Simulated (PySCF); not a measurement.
`C#CC=C=CC#C`, C$_{7}$H$_{4}$

Molfile (atoms numbered from 1):
```
C7H4
     RDKit          3D

 11 10  0  0  0  0  0  0  0  0999 V2000
    3.2016    0.3009   -0.6763 C   0  0  0  0  0  0  0  0  0  0  0  0
    2.2490   -0.3163   -0.2487 C   0  0  0  0  0  0  0  0  0  0  0  0
    1.1540   -1.0632    0.2738 C   0  0  0  0  0  0  0  0  0  0  0  0
   -0.1076   -0.8327   -0.0201 C   0  0  0  0  0  0  0  0  0  0  0  0
   -1.3715   -0.6178   -0.3158 C   0  0  0  0  0  0  0  0  0  0  0  0
   -2.2279    0.2582    0.4116 C   0  0  0  0  0  0  0  0  0  0  0  0
   -2.9815    0.9964    1.0100 C   0  0  0  0  0  0  0  0  0  0  0  0
    4.0396    0.8530   -1.0592 H   0  0  0  0  0  0  0  0  0  0  0  0
    1.3886   -1.8832    0.9678 H   0  0  0  0  0  0  0  0  0  0  0  0
   -1.8040   -1.1433   -1.1795 H   0  0  0  0  0  0  0  0  0  0  0  0
   -3.6420    1.6529    1.5454 H   0  0  0  0  0  0  0  0  0  0  0  0
  1  2  3  0
  2  3  1  0
  3  4  2  0
  4  5  2  0
  5  6  1  0
  6  7  3  0
  1  8  1  0
  3  9  1  0
  5 10  1  0
  7 11  1  0
M  END
```

Method: PySCF 2.14.0, quadratic response CAM-B3LYP/def2-TZVPD first hyperpolarisability, Taylor convention, gas phase. Geometry: PBE0-D3(BJ)/def2-SVP.

Task: Give β for the processes computed.

Result: In 10⁻³⁰ esu, Taylor convention; the vector part is βᵢ = ⅓ Σⱼ (βᵢⱼⱼ + βⱼᵢⱼ + βⱼⱼᵢ); β∥ is 3/5 of the vector part along the dipole, the dipole points from − to +:
```
                   process  λ (nm)  β vector norm    β∥  β HRS  depolarisation ratio
           static β(0;0,0)       ∞           0.14  0.08   0.10                  2.08
second harmonic β(−2ω;ω,ω)    1907           0.13  0.08   0.11                  1.85
         Pockels β(−ω;ω,0)    1907           0.14  0.08      –                     –
second harmonic β(−2ω;ω,ω)    1064           0.08  0.05   0.15                  1.56
         Pockels β(−ω;ω,0)    1064           0.12  0.07      –                     –
```

Task: Which lowest excitations, dipole and polarisabilities go with it?

Result: S1 4.96 eV (f = 0.000); S2 5.12 eV (f = 0.000); S3 5.58 eV (f = 0.081); dipole 0.29 D; isotropic α 92.9 au static, 93.4 au at 1907 nm, 94.6 au at 1064 nm, 95.0 au at 953.5 nm, 100.4 au at 532 nm.
